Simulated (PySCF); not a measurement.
C₂H₆ClNSn, neutral, multiplicity 1. Atoms are numbered in the order given.

```xyz
11

Sn     0.7435    -0.3150     0.0000
Cl    -1.1010    -1.9052     0.0000
N     -0.4255     1.3855     0.0000
C      0.2218     2.6804     0.0000
C     -1.8702     1.4605     0.0000
H     -0.0555     3.2797    -0.8905
H     -0.0555     3.2797     0.8905
H      1.3208     2.5764     0.0000
H     -2.2444     2.0042     0.8908
H     -2.2444     2.0042    -0.8908
H     -2.3073     0.4528     0.0000
```

Coordinates come from a B3LYP-D3(BJ)/def2-SVP optimisation. The def2 effective core potentials stand for the cores of Sn; spin–orbit coupling is left out. Other conformers were not sampled.

Vertical ionisation energy (IE) and electron affinity (EA) in eV. Rows of orbital energies are one-electron estimates. Where ΔSCF, EOM or ADC give a negative EA the extra electron is unbound and the value depends on the basis.

```csv
level,IE,EA
"−ε(HOMO), −ε(LUMO), r2SCAN/def2-TZVP (PySCF)",5.67,2.76
"−ε(HOMO), −ε(LUMO), PBE/def2-TZVP (PySCF)",5.44,2.80
```
